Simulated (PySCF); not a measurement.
## Vibration and rotation of CsBi

ROHF constants of CsBi, ³Σ⁻ (triplet), unpaired electrons π ↑↑ (basis Cs def2-SVP with ECP46, Bi def2-SVP with ECP60; scalar-relativistic core potentials; PySCF 2.14; masses 132.9054 and 208.9804 u):

| Item | Value |
| --- | --- |
| ωe | 78.1 cm⁻¹ |
| ωexe | 0.121 cm⁻¹ |
| Be | 0.014128 cm⁻¹ |
| αe | 3.23e-05 cm⁻¹ |
| D (centrifugal) | 1.85e-09 cm⁻¹ |
| De to Cs + Bi | 0.066 eV |

(1) Give the vibrational terms G(v) and spacings up to v = 6.

Spin–orbit coupling is left out, which matters for elements this heavy, above all for dissociation energies. Hartree–Fock leaves out correlation, which carries a large part of most bond energies and some tenths to 1 eV of ionisation energies. The state is the lowest determinant that a PBE0 search found; another state may lie lower at other levels.

## Answers

(1) G(v) = ωe(v+½) − ωexe(v+½)².

```
v  G(v) (cm⁻¹)  G(v) − G(v−1)  Bv (cm⁻¹)
0         39.0                   0.01411
1        116.9           77.9    0.01408
2        194.5           77.6    0.01405
3        271.9           77.4    0.01401
4        349.0           77.1    0.01398
5        425.9           76.9    0.01395
6        502.5           76.6    0.01392
```
